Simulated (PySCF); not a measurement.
HOSi, SMILES O=[SiH], multiplicity 2.

Geometry optimised at PBE-D3(BJ)/def2-TZVPD. The isomer is the one that the SMILES or the coordinates give; other isomers of the formula were not compared.

Level of theory: TDA-PBE/def2-TZVPD in PySCF 2.14.0.

Vertical excitations. 

Computed lowest excited states:
```json
[
 {"state": "root 1", "energy (eV)": "2.67", "λ (nm)": "465", "f": "0.008", "main pairs": "α HOMO→LUMO 96 %"},
 {"state": "root 2", "energy (eV)": "2.98", "λ (nm)": "417", "f": "0.013", "main pairs": "α HOMO−2→LUMO 5 %, β HOMO→LUMO 92 %"},
 {"state": "root 3", "energy (eV)": "3.20", "λ (nm)": "388", "f": "0.005", "main pairs": "β HOMO−1→LUMO 94 %"},
 {"state": "root 4", "energy (eV)": "4.04", "λ (nm)": "307", "f": "0.002", "main pairs": "α HOMO−2→LUMO 46 %, β HOMO−2→LUMO 38 %, β HOMO−1→LUMO+1 14 %"},
 {"state": "root 5", "energy (eV)": "4.32", "λ (nm)": "287", "f": "0.000", "main pairs": "α HOMO−1→LUMO 46 %, β HOMO→LUMO+1 51 %"},
 {"state": "root 6", "energy (eV)": "4.33", "λ (nm)": "286", "f": "0.008", "main pairs": "α HOMO−2→LUMO 9 %, β HOMO−2→LUMO 49 %, β HOMO−1→LUMO+1 39 %"},
 {"state": "root 7", "energy (eV)": "4.85", "λ (nm)": "256", "f": "0.011", "main pairs": "α HOMO−1→LUMO 51 %, β HOMO→LUMO+1 47 %"},
 {"state": "root 8", "energy (eV)": "5.22", "λ (nm)": "237", "f": "0.010", "main pairs": "α HOMO→LUMO+1 97 %"},
 {"state": "root 9", "energy (eV)": "5.58", "λ (nm)": "222", "f": "0.001", "main pairs": "α HOMO−3→LUMO 42 %, β HOMO−2→LUMO+1 56 %"},
 {"state": "root 10", "energy (eV)": "5.86", "λ (nm)": "212", "f": "0.070", "main pairs": "α HOMO→LUMO+2 94 %"}
]
```
Unrestricted roots are not spin-pure.
